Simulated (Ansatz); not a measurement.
```xyz
8

N    -0.035   -0.360   -1.599
C     0.127    0.080   -0.377
Al   -0.167    0.112    1.572
S     1.120    1.368    0.063
H    -0.647   -1.138   -1.784
H     0.443    0.058   -2.388
H     0.646   -0.944    2.430
H    -1.487    0.824    2.083
```

Total charge 0; spin multiplicity 1. The bonds changed during the relaxation, so this is another structure than the one it started from.

**Question.** List the ωB97M-V/def2-TZVPP orbital energies in eV (Ansatz 0.2.0). (Estimate.)

**Answer.** Computed: Occupied: -2426.62, -1531.46, -396.55, -283.72, -220.60, -163.70, -163.61, -163.57, -116.05, -75.67, -75.59, -75.52, -29.88, -24.41, -19.93, -18.60, -15.60, -13.94, -13.24, -10.92, -10.57, -9.46, -9.29. Lowest empty: 0.79, 1.46, 1.79, 2.68, 3.17, 3.46, 4.12, 4.46.
